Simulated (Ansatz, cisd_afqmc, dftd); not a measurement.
Species: CrO, charge 0, quintet. CrO (SMILES [O]=[Cr], quintet).
B3LYP-D3(BJ)/def2-TZVP minimum from Ansatz (a quantum-chemistry and plane-wave program):
```xyz
2

Cr     0.0000     0.0000    -0.4030
O      0.0000     0.0000     1.2090
```
Charge 0, spin multiplicity 5.

Property: atomisation energy (electronic, to ground-state atoms), in kJ/mol. Open shells are spin-unrestricted; no spin-orbit coupling. The -DK rows use spin-free X2C, correlate 3s3p of the metal (1s2s2p frozen) and give its partners the cc-pVXZ-DK valence sets. AFQMC is phaseless with a CISD trial state; ± is one standard error, without the phaseless bias. Outlying blocks are dropped, and bars are widened where a walk drifts. Over all cases where full CI ran beside it in this data, AFQMC minus full CI had a median of +0.1 mEh and passed +0.4 mEh in a tenth of the cases. CBS(X,Y): correlation extrapolated as X^-3, Hartree-Fock from the larger set. A bracket is a step between two methods taken in the basis named. Functionals run without relativity, which enters their misses. Double hybrids freeze cores in their MP2 part. The UHF reference of CrO ([O]=[Cr], quintet) is spin-contaminated (<S^2> up to 0.68 over the pure value in the sets run). The determinant of CrO ([O]=[Cr], quintet) is a saddle point of the SCF energy; a lower one exists, which strains HF and MP2. The spin of CrO ([O]=[Cr], quintet) was assumed, and the state is the lowest solution found for it. Open-shell metal atoms are single determinants, not pure terms.

```
level                                                                                     program  atomisation energy (kJ/mol)
----------------------------------------------------------------------------  -------------------  ---------------------------
r2SCAN-D3(BJ)/def2-TZVPD                                                           Ansatz + dftd3                        436.4
B3LYP/def2-TZVPD                                                                           Ansatz                        420.1
CAM-B3LYP/def2-TZVPD                                                                       Ansatz                        411.4
B2PLYP-D3(BJ)/def2-TZVPD                                                           Ansatz + dftd3                        409.1
CCSD/CBS(cc-pwCVTZ-DK,cc-pwCVQZ-DK)                                                        Ansatz                        361.9
CCSD(T)/cc-pwCVTZ-DK                                                                       Ansatz                        412.2
CCSD(T)/cc-pwCVQZ-DK                                                                       Ansatz                        423.0
AFQMC/CISD/cc-pwCVTZ-DK                                                                cisd_afqmc                  424.5 ± 3.6
CCSD(T)/CBS(cc-pwCVTZ-DK,cc-pwCVQZ-DK) + [AFQMC/CISD - CCSD(T)]/cc-pwCVTZ-DK  Ansatz + cisd_afqmc                  442.4 ± 3.6
```
